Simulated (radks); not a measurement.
Values are calculated unless marked as measured or tabulated.
Species: Ru IV. Configuration: [Kr] 4d5. Code: a radial shooting solver on a logarithmic mesh with Libxc functionals. Model: Dirac Kohn-Sham, LDA (Slater exchange, Perdew-Wang correlation), spin-unpolarised, spherical densities, finite nucleus; open shells fill j = l - 1/2 first; Fermi nuclear charge, rms radius 4.4809 fm.

X-ray form factor f0, the Fourier transform of the density (f0(0) = 41):

| sin(theta)/lambda (1/angstrom) | f0 (electrons) |
|---|---|
| 0.05 | 40.522 |
| 0.1 | 39.175 |
| 0.15 | 37.181 |
| 0.2 | 34.823 |
| 0.25 | 32.361 |
| 0.3 | 29.985 |
| 0.4 | 25.887 |
| 0.5 | 22.770 |
| 0.6 | 20.417 |
| 0.8 | 16.886 |
| 1 | 13.943 |
| 1.25 | 10.823 |
| 1.5 | 8.530 |
| 2 | 6.114 |
